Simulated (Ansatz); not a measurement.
Potential energy curve for AsH, triplet.

Levels: UKS-PBE = unrestricted PBE/def2-TZVP (Ansatz, a first-principles code); UKS-CAM-B3LYP = unrestricted CAM-B3LYP/def2-TZVP in Ansatz; FCI = Ansatz with full CI/def2-TZVP, cores with 3d frozen.

Energies relative to the lowest point of each curve near equilibrium, in kcal/mol; the last columns give the error against full CI:

| R / Å | UKS-PBE | UKS-CAM-B3LYP | FCI | UKS-PBE − FCI | UKS-CAM-B3LYP − FCI |
|---|---|---|---|---|---|
| 1.17 | 49.6 | 47.1 | 49.7 | -0.1 | -2.6 |
| 1.21 | 36.7 | 34.4 | 36.6 | 0.1 | -2.2 |
| 1.31 | 15.1 | 13.5 | 14.7 | 0.4 | -1.2 |
| 1.36 | 8.6 | 7.3 | 8.2 | 0.4 | -0.9 |
| 1.44 | 2.4 | 1.7 | 2.2 | 0.3 | -0.4 |
| 1.46 | 1.5 | 1.0 | 1.3 | 0.2 | -0.3 |
| 1.53 | 0.0 | 0.0 | 0.0 | 0.0 | 0.0 |
| 1.59 | 0.3 | 0.7 | 0.5 | -0.2 | 0.3 |
| 1.62 | 0.8 | 1.5 | 1.2 | -0.3 | 0.4 |
| 1.66 | 2.0 | 3.0 | 2.4 | -0.5 | 0.6 |
| 1.74 | 5.2 | 6.8 | 5.9 | -0.7 | 0.9 |
| 1.92 | 15.2 | 18.3 | 16.2 | -1.0 | 2.1 |
| 2.08 | 25.4 | 29.7 | 26.2 | -0.8 | 3.5 |
| 2.31 | 39.6 | 44.8 | 39.1 | 0.5 | 5.7 |
| 2.53 | 50.8 | 54.8 | 48.4 | 2.4 | 6.4 |
| 2.74 | 58.0 | 60.7 | 54.3 | 3.6 | 6.3 |
| 3.07 | 63.9 | 65.6 | 59.3 | 4.5 | 6.3 |
| 3.38 | 66.2 | 67.8 | 61.2 | 5.0 | 6.6 |
| 3.79 | 67.3 | 69.1 | 62.1 | 5.2 | 7.0 |
| 4.12 | 67.7 | 69.6 | 62.4 | 5.3 | 7.2 |
| 4.59 | 67.9 | 69.9 | 62.5 | 5.4 | 7.4 |
| 5.33 | 68.0 | 70.0 | 62.5 | 5.4 | 7.5 |
| 6.16 | 68.0 | 70.0 | 62.5 | 5.5 | 7.5 |

UKS-PBE is furthest from FCI at 6.16 (5.5 kcal/mol, above); its mean absolute error over the points is 2.1 kcal/mol.

UKS-CAM-B3LYP is furthest from FCI at 6.16 (7.5 kcal/mol, above); its mean absolute error over the points is 3.6 kcal/mol.

The unrestricted determinant behind UKS-PBE is spin-contaminated at 2.53 to 6.16 Å (<S²> up to 3.0, against 2.00 for a pure triplet). The unrestricted determinant behind UKS-CAM-B3LYP is spin-contaminated at 2.31 to 6.16 Å (<S²> up to 3.0, against 2.00 for a pure triplet).
